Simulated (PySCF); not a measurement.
PySCF input:

```python
from pyscf import gto, scf, dft

mol = gto.M(
    atom='''
    Si   -0.58542294    0.04984072   -0.44834611
    Br   -0.71460544   -1.54260799    1.20886359
    Br   -0.06014783    1.94855346    0.74241038
    Br    1.41951431   -0.46083802   -1.45748378
    O    -1.79633939    0.15293363   -1.37572636
    ''',
    basis='def2-tzvpd',
    charge=-1,
    spin=0,
    verbose=4,
)

mf = dft.RKS(mol, xc='m062x').density_fit(auxbasis='def2-universal-jkfit')
mf.grids.level = 4
mf.conv_tol = 1e-9
mf.max_cycle = 100
mf.max_memory = 1500
mf.kernel()
if not mf.converged:
    mf = mf.newton()
    mf.kernel(mf.make_rdm1())
mf.analyze()
```

Question: What final total energy does it print?

Answer: -8087.58025 Eh (M06-2X/def2-TZVPD).

It need not be the lowest isomer of its formula. Whether it binds its extra electron was not tested at this geometry.
